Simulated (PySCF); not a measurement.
**NMR data sheet: C7H11FOSi**

| Quantity | Value |
| --- | --- |
| Formula | C7H11FOSi |
| SMILES | F[C@@H]1COC[Si@]12C=CCC2 |
| Point group of the computed structure | C1 |
| Degrees of unsaturation | 3 |
| Carbon signals | 7 |
| Proton signals | 11 |

Bonds (- single, = double, # triple, : aromatic): F1-C2, C2-C3, C3-O4, O4-C5, C5-Si6, Si6-C7, C7=C8, C8-C9, C9-C10, Si6-C2, C10-Si6. C2 carries H11; C3 carries H12, H13; C5 carries H14, H15; C7 carries H16; C8 carries H17; C9 carries H18, H19; C10 carries H20, H21. Stereochemistry as in F[C@@H]1COC[Si@]12C=CCC2. H13, H15 are cis to F1 on the ring; H19, H20 are pro-R; H18, H21 are pro-S; H12, H14 are trans to F1 on the ring.

- PBE0/pcSseg-1 with gauge-including orbitals
- GFN2-xTB structure
- program: PySCF 2.14
- single conformer, no solvent model, relativity neglected

Scale: ¹H (σ = 31.72 ppm), ¹³C (σ = 186.93 ppm), ²⁹Si (σ = 349.16 ppm) vs TMS; CFCl3 for ¹⁹F (σ = 170.95 ppm); ¹⁷O (σ = 336.08 ppm) against H2O (reference shieldings calculated alike).

| carbon | δC, type | δH (multiplicity) | HMBC from (2–3 bonds) | span of the C tensor (ppm) |
| --- | --- | --- | --- | --- |
| C2 | 92.5, CH | 5.13 (m) | H16, H12, H14, H13, H15, H21, H20 | 105 |
| C3 | 76.6, CH2 | H12 4.66 (m); H13 3.60 (m) | H11, H14, H15 | 79 |
| C5 | 62.1, CH2 | H14 3.86 (m); H15 3.57 (m) | H16, H11, H12, H13, H21, H20 | 91 |
| C7 | 130.9, CH | 6.30 (m) | H17, H11, H14, H15, H18, H19, H21, H20 | 220 |
| C8 | 166.8, CH | 7.28 (m) | H16, H18, H19, H21, H20 | 245 |
| C9 | 36.7, CH2 | H18 2.83 (m); H19 2.52 (m) | H17, H16, H21, H20 | 38 |
| C10 | 8.3, CH2 | H20 0.91 (m); H21 1.10 (m) | H17, H16, H11, H14, H15, H18, H19 | 24 |

Other nuclei:
```
atoms  nucleus                                  environment  δ (ppm)  σ (ppm)
   F1      ¹⁹F                    fluorine on an sp3 carbon   -270.3    441.3
  Si6     ²⁹Si  silicon bonded to 4 C, in a 5-membered ring     25.9    323.2
   O4      ¹⁷O                                 ether oxygen     29.4    306.7
```

1. Carbon types of the structure: 3 × CH, 4 × CH2, which accounts for all hydrogens.
2. δC 166.8, 130.9: alkene CH.
3. δC 92.5: sp3 CH bonded to F and Si; the inductive effect lowers its shielding.
4. δC 76.6: sp3 CH2 bonded to O; the inductive effect lowers its shielding.
5. δC 62.1: sp3 CH2 bonded to O and Si; pulled downfield by the heteroatom.
6. δC 8.3: sp3 CH2 bonded to Si; an electropositive neighbour leaves it electron-rich and shielded.

Splittings by ¹⁹F in the carbon and heteronuclear signals aren't shown, as no couplings were computed. Shifts are as computed. Against solution values, carbons near 30 ppm lie about +3 ppm off and those near 130 ppm about +5 ppm. Of 1309 compounds with measured shifts, 239 miss one by over three times the rms of a fit or turn the order of signals round; such compounds aren't used in these exercises. Unscaled 19F shifts against computed CFCl3 carry errors that often reach 10 to 50 ppm. Experimental scales use liquid or dissolved standards, which lie at an offset from isolated H2O (liquid H2O: subtract about 36 ppm). No couplings were computed; multiplicities are counted from neighbouring protons, with m where these are inequivalent, close in shift, in a saturated or five-membered ring or joined by F or P, and br s for small geminal =CH2 splittings.
